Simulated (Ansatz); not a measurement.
Geometry optimisation, Ansatz 0.2.0, RKS B3LYP/def2-SVP.

The input (input.yaml):

```yaml
crystal:
  periodic: [false, false, false]
  atoms:
    - { symbol: "N", position_ang: [-0.36252, 1.4858, -0.93387] }
    - { symbol: B, position_ang: [-0.30066, 0.34806, -0.14064] }
    - { symbol: Al, position_ang: [1.15459, -1.05994, 0.31721] }
    - { symbol: S, position_ang: [-1.8058, -0.11416, 0.78539] }
    - { symbol: H, position_ang: [0.41079, 1.82379, -1.482] }
    - { symbol: H, position_ang: [-1.18454, 2.06365, -1.02873] }
    - { symbol: H, position_ang: [2.63907, -1.13369, -0.18864] }
    - { symbol: H, position_ang: [0.71807, -2.21049, 1.31278] }
    - { symbol: H, position_ang: [-1.26899, -1.20302, 1.3585] }
basis:
  gaussian: { orbitals: def2-SVP }
hamiltonian:
  xc: b3lyp
relax:
  f_tol: 0.015
  max_steps: 40
```

Run as:

```bash
$ ansatz run input.yaml --threads 1 --pin off --max-ram 2048MiB --backend cpu --events-out ev --progress --plain --runs-dir out
```

Task: Where does it end, and by what steps?

Result: The run converged. After 9 steps the energy has fallen by 0.143 eV; H9 moved furthest, 0.48 Å.

```csv
step,energy less start (eV),largest force component (eV/Å),accepted
0,0.0000,0.511,yes
1,-0.0975,0.123,yes
2,-0.1194,0.090,yes
3,-0.1153,0.295,no
4,-0.1263,0.047,yes
5,-0.1369,0.076,yes
6,-0.1422,0.049,yes
7,-0.1426,0.015,yes
8,-0.1427,0.015,yes
9,-0.1427,0.009,yes
```

```xyz
9
Properties=species:S:1:pos:R:3
N -0.295 1.388 -0.889
B -0.409 0.275 -0.041
Al 1.225 -1.061 0.292
S -2.035 0.015 0.778
H 0.560 1.615 -1.383
H -1.046 2.048 -1.075
H 2.649 -0.850 -0.404
H 1.072 -2.324 1.256
H -1.723 -1.105 1.465
```

Whether the end is a true minimum wasn't checked by a vibrational analysis.

The run took 38 s on 1 thread of Intel(R) Xeon(R) Processor @ 2.70GHz (shared host), peak memory 0.18 GiB.
